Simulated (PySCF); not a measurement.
C₆H₁₃O (SMILES C[C](O)CC(C)C), doublet, geometry from GFN2-xTB, with bond 8-1 at 2.2 times its length; PBE0/STO-3G run with PySCF.

PySCF was given this input:
```python
from pyscf import gto, scf, dft

mol = gto.M(
    atom='''
C     2.205827    0.829581   -0.254885
C     1.237461   -0.184153    0.237023
O     1.632169   -1.062455    1.231236
C     0.037980   -0.589070   -0.537325
C    -1.136479    0.406581   -0.406321
C    -2.286121   -0.013603   -1.316502
C    -1.599509    0.489643    1.043942
H     1.081753    2.418783   -1.642955
H     3.013704    0.379419   -0.850381
H     2.675008    1.365831    0.574022
H     2.452402   -0.747596    1.625032
H    -0.287349   -1.565027   -0.174054
H     0.285755   -0.678426   -1.602759
H    -0.784375    1.395839   -0.719147
H    -3.113399    0.688183   -1.234778
H    -2.646538   -1.001813   -1.038574
H    -1.965211   -0.045003   -2.355648
H    -0.768362    0.767057    1.687690
H    -2.389050    1.229800    1.154813
H    -1.979776   -0.474435    1.374128
''',
    basis='sto-3g',
    charge=0,
    spin=1,
    verbose=4,
)

mf = dft.UKS(mol)
mf.xc = 'pbe0'
mf.kernel()
mo_i, mo_e, stable_i, stable_e = mf.stability(internal=True, external=False, return_status=True, nroots=6, tol=1e-6)
print('internally stable:', stable_i, ' externally stable:', stable_e)
if not stable_i:
    umf = mf.copy()
    umf.scf_summary = {}
    umf.kernel(umf.make_rdm1(mo_i, mf.mo_occ))
```

Output, abridged:

```
PySCF version 2.14.0

[INPUT] verbose = 4
[INPUT] num. atoms = 20
[INPUT] num. electrons = 57
[INPUT] charge = 0
[INPUT] spin (= nelec alpha-beta = 2S) = 1
[INPUT] symmetry False subgroup None
[INPUT] Mole.unit = angstrom
[INPUT] Symbol           X                Y                Z      unit          X                Y                Z       unit  Magmom
[...]
nuclear repulsion = 318.475359812163
number of shells = 34
number of NR pGTOs = 144
number of NR cGTOs = 48
basis = sto-3g
ecp = {}

******** <class 'pyscf.dft.uks.UKS'> ********
method = UKS
initial guess = minao
damping factor = 0
level_shift factor = 0
DIIS = <class 'pyscf.scf.diis.CDIIS'>
diis_start_cycle = 1
diis_space = 8
diis_damp = 0
SCF conv_tol = 1e-09
SCF conv_tol_grad = None
SCF max_cycles = 50
direct_scf = True
direct_scf_tol = 1e-13
number electrons alpha = 29  beta = 28
XC library pyscf.dft.libxc version 7.1.2
    S. Lehtola, C. Steigemann, M. J. T. Oliveira, and M. A. L. Marques,  SoftwareX 7, 1–5 (2018)
XC functionals = pbe0
    C. Adamo and V. Barone,  J. Chem. Phys. 110, 6158 (1999)
    M. Ernzerhof and G. E. Scuseria,  J. Chem. Phys. 110, 5029 (1999)
radial grids:
    Treutler-Ahlrichs [JCP 102, 346 (1995); DOI:10.1063/1.469408] (M4) radial grids

becke partition: Becke, JCP 88, 2547 (1988); DOI:10.1063/1.454033
pruning grids: <function nwchem_prune>
grids dens level: 3
symmetrized grids: False
atomic radii adjust function: <function treutler_atomic_radii_adjust>
small_rho_cutoff = 0
Set gradient conv threshold to 3.16228e-05
tot grids = 226296
init E= -307.781208383737

cycle= 1 E= -307.059639271497  delta_E= 0.722  |g|= 0.404  |ddm|= 3.76
cycle= 2 E= -306.516850503941  delta_E= 0.543  |g|= 0.774  |ddm|= 2.25
cycle= 3 E= -307.104265627468  delta_E= -0.587  |g|= 0.334  |ddm|= 2.15
cycle= 4 E= -307.202718070999  delta_E= -0.0985  |g|= 0.0618  |ddm|= 0.677
cycle= 5 E= -307.209375186973  delta_E= -0.00666  |g|= 0.0303  |ddm|= 0.209
cycle= 6 E= -307.211304399456  delta_E= -0.00193  |g|= 0.0221  |ddm|= 0.119
cycle= 7 E= -307.212902470935  delta_E= -0.0016  |g|= 0.0169  |ddm|= 0.109
cycle= 8 E= -307.21399632238  delta_E= -0.00109  |g|= 0.0193  |ddm|= 0.0727
cycle= 9 E= -307.211098776646  delta_E= 0.0029  |g|= 0.0169  |ddm|= 0.264
cycle= 10 E= -307.210944794642  delta_E= 0.000154  |g|= 0.0119  |ddm|= 0.137
cycle= 11 E= -307.211029523132  delta_E= -8.47e-05  |g|= 0.00431  |ddm|= 0.0337
cycle= 12 E= -307.211038761245  delta_E= -9.24e-06  |g|= 0.00221  |ddm|= 0.0107
cycle= 13 E= -307.211042371069  delta_E= -3.61e-06  |g|= 0.000217  |ddm|= 0.00457
cycle= 14 E= -307.211042389502  delta_E= -1.84e-08  |g|= 0.000198  |ddm|= 0.000775
cycle= 15 E= -307.211042410817  delta_E= -2.13e-08  |g|= 7.86e-05  |ddm|= 0.000701
cycle= 16 E= -307.21104241631  delta_E= -5.49e-09  |g|= 5.06e-06  |ddm|= 0.000179
cycle= 17 E= -307.211042416399  delta_E= -8.94e-11  |g|= 2.68e-06  |ddm|= 2.95e-05
Extra cycle  E= -307.21104241638  delta_E= 1.94e-11  |g|= 5.94e-06  |ddm|= 1.47e-05
converged SCF energy = -307.21104241638  <S^2> = 0.78267902  2S+1 = 2.0324163
uhf_internal: lowest eigs of H = [-0.11929961  0.28382204  0.33168088  0.33603776  0.38599221  0.46518733]
<class 'pyscf.dft.uks.UKS'> wavefunction has an internal instability
internally stable: False  externally stable: None

******** <class 'pyscf.dft.uks.UKS'> ********
method = UKS
initial guess = minao
damping factor = 0
level_shift factor = 0
DIIS = <class 'pyscf.scf.diis.CDIIS'>
diis_start_cycle = 1
diis_space = 8
diis_damp = 0
SCF conv_tol = 1e-09
SCF conv_tol_grad = None
SCF max_cycles = 50
direct_scf = True
direct_scf_tol = 1e-13
number electrons alpha = 29  beta = 28
XC library pyscf.dft.libxc version 7.1.2
    S. Lehtola, C. Steigemann, M. J. T. Oliveira, and M. A. L. Marques,  SoftwareX 7, 1–5 (2018)
XC functionals = pbe0
    C. Adamo and V. Barone,  J. Chem. Phys. 110, 6158 (1999)
    M. Ernzerhof and G. E. Scuseria,  J. Chem. Phys. 110, 5029 (1999)
radial grids:
    Treutler-Ahlrichs [JCP 102, 346 (1995); DOI:10.1063/1.469408] (M4) radial grids

becke partition: Becke, JCP 88, 2547 (1988); DOI:10.1063/1.454033
pruning grids: <function nwchem_prune>
grids dens level: 3
symmetrized grids: False
atomic radii adjust function: <function treutler_atomic_radii_adjust>
small_rho_cutoff = 0
Set gradient conv threshold to 3.16228e-05
init E= -307.180872980034
cycle= 1 E= -307.17387665555  delta_E= 0.007  |g|= 0.252  |ddm|= 0.88
cycle= 2 E= -307.115101517591  delta_E= 0.0588  |g|= 0.38  |ddm|= 1.06
cycle= 3 E= -307.219046893853  delta_E= -0.104  |g|= 0.00703  |ddm|= 0.655
cycle= 4 E= -307.219140807583  delta_E= -9.39e-05  |g|= 0.00967  |ddm|= 0.0428
cycle= 5 E= -307.219204763486  delta_E= -6.4e-05  |g|= 0.00535  |ddm|= 0.0146
cycle= 6 E= -307.219238825598  delta_E= -3.41e-05  |g|= 0.00326  |ddm|= 0.0178
cycle= 7 E= -307.219252203587  delta_E= -1.34e-05  |g|= 0.00164  |ddm|= 0.0126
cycle= 8 E= -307.219256163304  delta_E= -3.96e-06  |g|= 0.000351  |ddm|= 0.00889
cycle= 9 E= -307.219256374333  delta_E= -2.11e-07  |g|= 7.82e-05  |ddm|= 0.00197
cycle= 10 E= -307.219256386816  delta_E= -1.25e-08  |g|= 2.3e-05  |ddm|= 0.000488
cycle= 11 E= -307.219256387858  delta_E= -1.04e-09  |g|= 9.95e-06  |ddm|= 0.000193
cycle= 12 E= -307.21925638796  delta_E= -1.02e-10  |g|= 1.97e-06  |ddm|= 3.21e-05
Extra cycle  E= -307.219256387964  delta_E= -3.64e-12  |g|= 1.15e-06  |ddm|= 5.72e-06
converged SCF energy = -307.219256387964  <S^2> = 1.4355016  2S+1 = 2.5965373
```
